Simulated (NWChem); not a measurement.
Species: AuCl; SMILES [Cl][Au]

```xyz
2

Au     0.0000     0.0000    -0.4041
Cl     0.0000     0.0000     1.8489
```
Atoms are numbered in this order, from 1.

Results from NWChem. The geometry was optimised at PBE0/def2-SVP. def2 effective core potentials on Au; no spin-orbit coupling. Static field.

Task: Taking Hartree-Fock/def2-TZVPD as the yardstick, which of these has the fewest basis functions while keeping “isotropic polarisability (bohr³)” within 5 % of it: Hartree-Fock/def2-SVP; Hartree-Fock/def2-SVPD; Hartree-Fock/def2-TZVP?

Result: Hartree-Fock/def2-SVPD (a larger set in the list lies outside the tolerance).
```
level                    basis functions  isotropic polarisability (bohr³)
-----------------------  ---------------  --------------------------------
Hartree-Fock/def2-SVP                 50                              31.0
Hartree-Fock/def2-SVPD                62                              38.4
Hartree-Fock/def2-TZVP                77                              34.3
Hartree-Fock/def2-TZVPD               89                              39.6
```

The yardstick is one finite set, not the basis-set limit.
